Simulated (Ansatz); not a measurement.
Reactions of FH3HfSe3 (`[F][Hf]([SeH])([SeH])[SeH]`).

Isolated molecules relaxed with PBE0-D4/def2-TZVP in Ansatz; ΔE leaves out vibrations. CBS: MP2 limit from def2 TZ/QZ plus the TZ coupled-cluster correction, frozen cores. def2 core potentials past Kr. For Hf, Se outer-core shells are correlated without core-valence functions, which leaves a few kJ/mol of doubt a bond. Scalar relativity is left out up to krypton. One conformer a species, not always the lowest.

```json
{"reaction": "`[F][Hf]([SeH])([SeH])[SeH]` + `[F][AlH][NH][SiH3]` → `[SiH3][NH][AlH][SeH]` + `[F][Hf]([F])([SeH])[SeH]`", "MP2/CBS(def2) (eV)": "-0.02"}
{"reaction": "`[F][Hf]([SeH])([SeH])[SeH]` + `C[SiH](F)[SeH]` → `[SeH][Hf]([SeH])([SeH])[SeH]` + `C[SiH](F)F`", "MP2/CBS(def2) (eV)": "-0.34"}
{"reaction": "`[F][Hf]([SeH])([SeH])[SeH]` + `NB(O)F` → `[F][Hf]([F])([SeH])[SeH]` + `NB(O)[SeH]`", "MP2/CBS(def2) (eV)": "0.16"}
{"reaction": "2 `[F][Hf]([SeH])([SeH])[SeH]` → `[SeH][Hf]([SeH])([SeH])[SeH]` + `[F][Hf]([F])([SeH])[SeH]`", "MP2/CBS(def2) (eV)": "-0.14"}
```

**Question.** Give the CCSD(T)/CBS values in the same order. (An estimate is asked.)

**Answer.** The calculation gave: -0.11, -0.24, 0.12, -0.09 eV.

Largest T1 diagnostic: 0.014, for `[F][Hf]([F])([SeH])[SeH]`.
